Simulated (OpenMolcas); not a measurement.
**Ta3+: moving the ligands**

Ta3+ with 6 ligands (fluoride) in octahedral coordination (Oh) at 2.03 Å. A charge of +0.5 e stands 2.4 Å behind each ligand. Ligand basis ANO-RCC-VDZP.
```
Ta    0.0000    0.0000    0.0000
F     2.0300    0.0000    0.0000
F     0.0000    2.0300    0.0000
F    -2.0300    0.0000    0.0000
F     0.0000   -2.0300    0.0000
F     0.0000    0.0000    2.0300
F     0.0000    0.0000   -2.0300
```

| Quantity | Value |
| --- | --- |
| Program | OpenMolcas |
| Method | CASSCF |
| Basis | ANO-RCC-VDZP [7s6p4d2f1g] |
| Scalar Hamiltonian | DKH2, point nucleus |
| Active space | 2 electrons in 5 orbitals (5d) |
| State averaging | 2S+1 = 3 even, 10 roots; 2S+1 = 1 even, 15 roots |
| Spin-orbit coupling | RASSI with atomic mean-field integrals over the reference wave functions |

Runs around this geometry, states (labels of O, the rotations of Oh). Energies in cm-1 above the lowest state or level, χT in cm3 K/mol; under a threefold ground state the first gap can be a small split of the lowest multiplet, not the spin-orbit step; 10Dq and B are least-squares fits to the states below 45000 cm-1, weighted by degeneracy, with a free offset, and given where the rms deviation is under 5 % of |10Dq| (or 100 cm-1) and under 700 cm-1.

```json
{"R (Å)": "2", "Ground state": "3T1", "First state of that spin": "3T2 31086", "10Dq": "32167", "B (rms of fit)": "619 (235)", "First gap with spin-orbit (degeneracies)": "202.4 (2, 3)", "χT at 300 K": "0.165", "First state of another spin": "1E 9247"}
{"R (Å)": "2.03", "Ground state": "3T1", "First state of that spin": "3T2 29142", "10Dq": "30300", "B (rms of fit)": "625 (201)", "First gap with spin-orbit (degeneracies)": "219.4 (2, 3)", "χT at 300 K": "0.155", "First state of another spin": "1E 9279"}
{"R (Å)": "2.08", "Ground state": "3T1", "First state of that spin": "3T2 26076", "10Dq": "27308", "B (rms of fit)": "633 (161)", "First gap with spin-orbit (degeneracies)": "250.1 (2, 3)", "χT at 300 K": "0.139", "First state of another spin": "1E 9335"}
```

Taking |10Dq| as R^-n, n = -ln(27308 / 32167) / ln(2.08 / 2) = 4.2 between the shortest and longest distance. The point-charge formula for a cubic d site gives n = 5.

An orbital triplet at a regular site is open to Jahn-Teller coupling, which can distort the site and quench the lowest spin-orbit gaps and is left out. Without dynamic correlation the repulsion within the d shell is too large (B by tens of per cent), so at a given field states of lower spin stand too high. With metal d orbitals alone the field can be off either way by tens of per cent. Ligand-to-metal charge-transfer states are missing. With no ligand orbital active B as a rule stays too high, so bands that hang on it stand too high and its fall with covalency is understated. The least metal-like active orbital is 78 % on the metal (Löwdin) and no ligand orbital is active, so the numbers are rough (holds for R = 2). The least metal-like active orbital is 79 % on the metal (Löwdin) and no ligand orbital is active, so the numbers are rough (holds for R = 2.03). The least metal-like active orbital is 81 % on the metal (Löwdin) and no ligand orbital is active, so the numbers are rough (holds for R = 2.08). No measured value stands beside these numbers; the geometry is a model, was not optimised and need not be the one that this ion takes.
